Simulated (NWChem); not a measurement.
System: C₄H₉O, doublet; SMILES C[CH]OCC

Excerpt of the output:

```
             Northwest Computational Chemistry Package (NWChem) 7.3.0
             --------------------------------------------------------

 C1  symmetry detected

                             Geometry "geometry" -> ""
                             -------------------------

 Output coordinates in angstroms (scale by  1.889725989 to convert to a.u.)

  No.       Tag          Charge          X              Y              Z
 ---- ---------------- ---------- -------------- -------------- --------------
    1 C                    6.0000    -0.33878386     2.43408446     0.01100306
    2 C                    6.0000     0.47614092     1.19385634    -0.04650147
    3 O                    8.0000    -0.23607357     0.02949378    -0.02789751
    4 C                    6.0000     0.53645547    -1.16614951    -0.02514553
    5 C                    6.0000    -0.40355657    -2.35557202     0.01934377
    6 H                    1.0000    -1.14455230     2.41507288    -0.75387097
    7 H                    1.0000    -0.84464115     2.58356757     0.99880077
    8 H                    1.0000     0.29472323     3.32391732    -0.17352180
    9 H                    1.0000     1.49515302     1.15338336     0.38690144
   10 H                    1.0000     1.22243514    -1.16696912     0.85730113
   11 H                    1.0000     1.18063397    -1.19723577    -0.93580913
   12 H                    1.0000     0.17138269    -3.30261776     0.02551886
   13 H                    1.0000    -1.07292932    -2.35895846    -0.86371880
   14 H                    1.0000    -1.03515249    -2.32342584     0.92937957

 Effective nuclear repulsion energy (a.u.)     179.5139717098

  pbe96 is a nonlocal functional; adding pw91lda local functional.

                                 NWChem DFT Module
                                 -----------------

 Summary of "ao basis" -> "ao basis" (spherical)
 ------------------------------------------------------------------------------
       Tag                 Description            Shells   Functions and Types
 ---------------- ------------------------------  ------  ---------------------
 C                          def2-svp                 6       14   3s2p1d
 O                          def2-svp                 6       14   3s2p1d
 H                          def2-svp                 3        5   2s1p

            General Information
            -------------------
          SCF calculation type: DFT
          Wavefunction type:  spin polarized.
          No. of atoms     :    14
          No. of electrons :    41
           Alpha electrons :    21
            Beta electrons :    20
          Charge           :     0
          Spin multiplicity:     2
          Use of symmetry is: off; symmetry adaption is: off
          Maximum number of iterations: 150
          AO basis - number of functions:   115
                     number of shells:    57
          Convergence on energy requested:  1.00D-06
          Convergence on density requested:  1.00D-05
          Convergence on gradient requested:  5.00D-04

              XC Information
              --------------
                          RPBE Exchange Functional  1.000
            Perdew 1991 LDA Correlation Functional  1.000 local
           PerdewBurkeErnz. Correlation Functional  1.000 non-local

             Grid Information
             ----------------
          Grid used for XC integration:  medium
          Radial quadrature: Mura-Knowles
          Angular quadrature: Lebedev.
          Tag              B.-S. Rad. Rad. Pts. Rad. Cut. Ang. Pts.
          ---              ---------- --------- --------- ---------
          C                   0.70       49          13.0       434
          O                   0.60       49          10.0       434
          H                   0.35       45          14.0       434
          Grid pruning is: on
          Number of quadrature shells:   650
          Spatial weights used:  Erf1

      Superposition of Atomic Density Guess
      -------------------------------------

 Sum of atomic energies:        -229.68390706

      Non-variational initial energy
      ------------------------------

 Total energy =    -232.678766
 1-e energy   =    -664.910917
 2-e energy   =     252.718179
 HOMO         =      -0.086030
 LUMO         =       0.113909

     ---------------------------------------------
      Total Density - Mulliken Population Analysis
     ---------------------------------------------

    Atom       Charge   Shell Charges
 -----------   ------   -------------------------------------------------------
    1 C    6     6.26   1.99  0.96  0.17  2.05  1.06  0.03
    2 C    6     5.94   1.99  0.95  0.32  1.73  0.89  0.05
    3 O    8     8.53   1.99  1.09  0.68  2.93  1.83  0.01
    4 C    6     5.82   1.99  0.94  0.21  1.79  0.84  0.06
    5 C    6     6.29   1.99  0.96  0.20  2.06  1.06  0.02
    6 H    1     0.89   0.66  0.20  0.02
    7 H    1     0.90   0.66  0.21  0.02
    8 H    1     0.89   0.66  0.20  0.02
    9 H    1     0.93   0.68  0.23  0.02
   10 H    1     0.94   0.69  0.22  0.02
   11 H    1     0.95   0.69  0.23  0.02
   12 H    1     0.89   0.66  0.20  0.02
   13 H    1     0.90   0.67  0.20  0.02
   14 H    1     0.90   0.67  0.20  0.02

     --------------------------------------------
      Spin Density - Mulliken Population Analysis
     --------------------------------------------

    Atom       Charge   Shell Charges
 -----------   ------   -------------------------------------------------------
    1 C    6     0.02   0.00  0.00 -0.00  0.01  0.00  0.01
    2 C    6     0.75   0.00  0.01  0.02  0.39  0.32  0.00
    3 O    8     0.10   0.00  0.00  0.00  0.08  0.02  0.00
    4 C    6    -0.00   0.00  0.00 -0.00  0.00 -0.00  0.00
    5 C    6     0.00   0.00  0.00  0.00  0.00  0.00  0.00
    6 H    1     0.02   0.01  0.00  0.00
    7 H    1     0.07   0.04  0.03  0.00
    8 H    1     0.00   0.00 -0.00  0.00
    9 H    1     0.02   0.01  0.00  0.01
   10 H    1     0.01   0.00  0.01 -0.00
   11 H    1     0.02   0.00  0.01 -0.00
   12 H    1     0.00   0.00  0.00  0.00
   13 H    1     0.00   0.00 -0.00  0.00
   14 H    1     0.00   0.00  0.00  0.00

   convergence    iter        energy       DeltaE   RMS-Dens  Diis-err
 ---------------- ----- ----------------- --------- --------- ---------
 d= 0,ls=0.0,diis     1   -232.7736170550 -4.12D+02  5.03D-03  1.26D-01
                                                     4.73D-03  1.20D-01
 d= 0,ls=0.0,diis     2   -232.7647248073  8.89D-03  3.01D-03  1.71D-01
                                                     3.04D-03  1.73D-01
 d= 0,ls=0.0,diis     3   -232.8217814252 -5.71D-02  1.24D-03  3.92D-02
                                                     1.05D-03  3.85D-02
 d= 0,ls=0.0,diis     4   -232.8347709160 -1.30D-02  5.14D-04  2.92D-03
                                                     3.99D-04  2.77D-03
 d= 0,ls=0.0,diis     5   -232.8360498095 -1.28D-03  1.12D-04  1.91D-04
                                                     1.05D-04  1.94D-04
  Resetting Diis
 d= 0,ls=0.0,diis     6   -232.8361483361 -9.85D-05  3.31D-05  6.11D-06
                                                     2.49D-05  6.25D-06
 d= 0,ls=0.0,diis     7   -232.8361507386 -2.40D-06  3.28D-05  2.20D-06
                                                     2.00D-05  1.48D-06
 d= 0,ls=0.0,diis     8   -232.8361494371  1.30D-06  1.83D-05  4.50D-06
                                                     1.33D-05  4.31D-06
 d= 0,ls=0.0,diis     9   -232.8361517937 -2.36D-06  2.23D-06  3.26D-08
                                                     1.84D-06  2.26D-08
 d= 0,ls=0.0,diis    10   -232.8361518015 -7.81D-09  1.18D-06  1.72D-08
                                                     1.05D-06  2.12D-08

         Total DFT energy =     -232.836151801526
      One electron energy =     -669.587646898803
           Coulomb energy =      290.796068143888
    Exchange-Corr. energy =      -33.558544756390
 Nuclear repulsion energy =      179.513971709779

 Numeric. integr. density =       41.000004044147

                    DFT Final Alpha Molecular Orbital Analysis
                    ------------------------------------------

 Vector   19  Occ=1.000000D+00  E=-2.816265D-01
              MO Center=  6.4D-02,  2.0D-02, -4.5D-02, r^2= 2.9D+00
   Bfn.  Coefficient  Atom+Function         Bfn.  Coefficient  Atom+Function
  ----- ------------  ---------------      ----- ------------  ---------------
    32      0.416637   3 O  px               35      0.282856   3 O  px
    96     -0.206416  11 H  s                86     -0.198121   9 H  s
    46     -0.195750   4 C  px               18     -0.184127   2 C  px
    31     -0.180201   3 O  s                87     -0.132141   9 H  s
    48      0.127739   4 C  pz               97     -0.124847  11 H  s

 Vector   20  Occ=1.000000D+00  E=-2.647852D-01
              MO Center=  1.7D-01, -1.2D-01,  2.1D-02, r^2= 2.9D+00
   Bfn.  Coefficient  Atom+Function         Bfn.  Coefficient  Atom+Function
  ----- ------------  ---------------      ----- ------------  ---------------
    34      0.389218   3 O  pz               37      0.265813   3 O  pz
    91     -0.252606  10 H  s                48     -0.224926   4 C  pz
    32      0.206141   3 O  px               96      0.181475  11 H  s
    20      0.177199   2 C  pz               92     -0.165311  10 H  s
    35      0.143207   3 O  px               23      0.139120   2 C  pz

 Vector   21  Occ=1.000000D+00  E=-1.161820D-01
              MO Center=  3.1D-01,  9.9D-01, -1.1D-01, r^2= 2.1D+00
   Bfn.  Coefficient  Atom+Function         Bfn.  Coefficient  Atom+Function
  ----- ------------  ---------------      ----- ------------  ---------------
    20      0.521207   2 C  pz               23      0.427894   2 C  pz
    34     -0.352809   3 O  pz               37     -0.305698   3 O  pz
    17     -0.243926   2 C  s                77     -0.235310   7 H  s
    97     -0.190339  11 H  s                76     -0.163120   7 H  s
    21     -0.151757   2 C  px               92      0.141492  10 H  s

 Vector   22  Occ=0.000000D+00  E= 4.205377D-02
              MO Center=  5.6D-01, -1.7D+00,  1.2D-01, r^2= 6.3D+00
   Bfn.  Coefficient  Atom+Function         Bfn.  Coefficient  Atom+Function
  ----- ------------  ---------------      ----- ------------  ---------------
    59      1.586107   5 C  s                45      1.265575   4 C  s
    92     -0.993667  10 H  s               102     -0.942896  12 H  s
    97     -0.880992  11 H  s               112     -0.679045  14 H  s
   107     -0.612813  13 H  s                49      0.576979   4 C  px
     3      0.467023   1 C  s                87     -0.333803   9 H  s

 Vector   23  Occ=0.000000D+00  E= 5.886099D-02
              MO Center=  1.5D-01,  1.4D+00,  1.6D-01, r^2= 9.5D+00
   Bfn.  Coefficient  Atom+Function         Bfn.  Coefficient  Atom+Function
  ----- ------------  ---------------      ----- ------------  ---------------
     3      1.966562   1 C  s                59     -1.245152   5 C  s
    82     -1.126955   8 H  s                87     -0.894003   9 H  s
    77     -0.855313   7 H  s               107      0.634699  13 H  s
    72     -0.541224   6 H  s                21      0.482006   2 C  px
   112      0.466041  14 H  s               102      0.436339  12 H  s

 Vector   24  Occ=0.000000D+00  E= 6.695785D-02
              MO Center= -3.2D-01,  8.4D-01, -1.5D-02, r^2= 9.4D+00
   Bfn.  Coefficient  Atom+Function         Bfn.  Coefficient  Atom+Function
  ----- ------------  ---------------      ----- ------------  ---------------
     3      2.086662   1 C  s                59      1.479547   5 C  s
    72     -1.125044   6 H  s                45     -1.068663   4 C  s
    17     -0.942681   2 C  s                77     -0.848585   7 H  s
   107     -0.782375  13 H  s                87      0.753228   9 H  s
    92      0.612902  10 H  s               112     -0.548346  14 H  s

                     DFT Final Beta Molecular Orbital Analysis
                     -----------------------------------------

 Vector   18  Occ=1.000000D+00  E=-3.187517D-01
              MO Center=  4.6D-02, -3.2D-01, -2.2D-02, r^2= 4.9D+00
   Bfn.  Coefficient  Atom+Function         Bfn.  Coefficient  Atom+Function
  ----- ------------  ---------------      ----- ------------  ---------------
    19      0.214214   2 C  py               47      0.212736   4 C  py
    46      0.211321   4 C  px               61     -0.208917   5 C  py
     4      0.200914   1 C  px               60     -0.196119   5 C  px
   106      0.187019  13 H  s                86     -0.171104   9 H  s
    18     -0.169916   2 C  px               91      0.170182  10 H  s

 Vector   19  Occ=1.000000D+00  E=-2.758549D-01
              MO Center=  5.7D-02,  1.2D-01, -1.6D-02, r^2= 2.6D+00
   Bfn.  Coefficient  Atom+Function         Bfn.  Coefficient  Atom+Function
  ----- ------------  ---------------      ----- ------------  ---------------
    32      0.452815   3 O  px               35      0.309627   3 O  px
    86     -0.220456   9 H  s                18     -0.204787   2 C  px
    46     -0.199984   4 C  px               31     -0.191491   3 O  s
    96     -0.160259  11 H  s                87     -0.157565   9 H  s
     3      0.138015   1 C  s                30     -0.129529   3 O  s

 Vector   20  Occ=1.000000D+00  E=-2.496910D-01
              MO Center=  1.5D-01, -1.4D-01, -1.4D-02, r^2= 2.4D+00
   Bfn.  Coefficient  Atom+Function         Bfn.  Coefficient  Atom+Function
  ----- ------------  ---------------      ----- ------------  ---------------
    34      0.473329   3 O  pz               37      0.339239   3 O  pz
    91     -0.233165  10 H  s                48     -0.218110   4 C  pz
    96      0.210474  11 H  s                92     -0.158464  10 H  s
    20      0.152988   2 C  pz               23      0.131395   2 C  pz
    97      0.131991  11 H  s                76     -0.109669   7 H  s

 Vector   21  Occ=0.000000D+00  E=-4.884055D-02
              MO Center=  3.7D-01,  1.1D+00, -1.3D-01, r^2= 2.3D+00
   Bfn.  Coefficient  Atom+Function         Bfn.  Coefficient  Atom+Function
  ----- ------------  ---------------      ----- ------------  ---------------
    20      0.494408   2 C  pz               23      0.475606   2 C  pz
    77     -0.318350   7 H  s                97     -0.287864  11 H  s
    34     -0.283045   3 O  pz               37     -0.254006   3 O  pz
    92      0.208162  10 H  s                17     -0.207060   2 C  s
    51     -0.205731   4 C  pz               21     -0.192420   2 C  px

 Vector   22  Occ=0.000000D+00  E= 4.303100D-02
              MO Center=  5.2D-01, -1.9D+00,  1.2D-01, r^2= 6.1D+00
   Bfn.  Coefficient  Atom+Function         Bfn.  Coefficient  Atom+Function
  ----- ------------  ---------------      ----- ------------  ---------------
    59      1.664238   5 C  s                45      1.246595   4 C  s
    92     -0.992304  10 H  s               102     -0.969489  12 H  s
    97     -0.867608  11 H  s               112     -0.714266  14 H  s
   107     -0.649546  13 H  s                49      0.570331   4 C  px
     3      0.384096   1 C  s                64     -0.317417   5 C  py

 Vector   23  Occ=0.000000D+00  E= 6.129262D-02
              MO Center=  1.5D-01,  1.5D+00,  1.4D-01, r^2= 9.2D+00
   Bfn.  Coefficient  Atom+Function         Bfn.  Coefficient  Atom+Function
  ----- ------------  ---------------      ----- ------------  ---------------
     3      1.983186   1 C  s                59     -1.193016   5 C  s
    82     -1.192119   8 H  s                87     -0.859469   9 H  s
    77     -0.810100   7 H  s               107      0.619266  13 H  s
    72     -0.561359   6 H  s                21      0.469233   2 C  px
   112      0.455310  14 H  s               102      0.383493  12 H  s

[...]
```

Level: RPBE/def2-SVP, spin-unrestricted. All runs use the structure optimised with PBE-D3(BJ)/def2-SVP, spin-unrestricted. No stability test was run on the SCF state.

Question: Reconstruct the input file.

Answer: One answer among several that fit: the input that was run:
```
start job
memory heap 200 mb stack 900 mb global 1100 mb
geometry units angstroms noautoz
  C     -0.339929     2.435211     0.011506
  C      0.472497     1.194822    -0.072005
  O     -0.237104     0.030401    -0.009348
  C      0.535730    -1.164850    -0.031125
  C     -0.400201    -2.354176     0.068196
  H     -1.180301     2.408610    -0.714940
  H     -0.799537     2.593865     1.020253
  H      0.283583     3.323507    -0.210634
  H      1.510554     1.158879     0.314010
  H      1.261914    -1.157011     0.818508
  H      1.136989    -1.204324    -0.970364
  H      0.175205    -3.300888     0.056653
  H     -1.109821    -2.366220    -0.782783
  H     -0.988921    -2.313643     1.006214
end
basis spherical
  * library def2-svp
end
dft
  odft
  mult 2
  xc rpbe cpbe96
  iterations 150
  mulliken
end
task dft energy
```
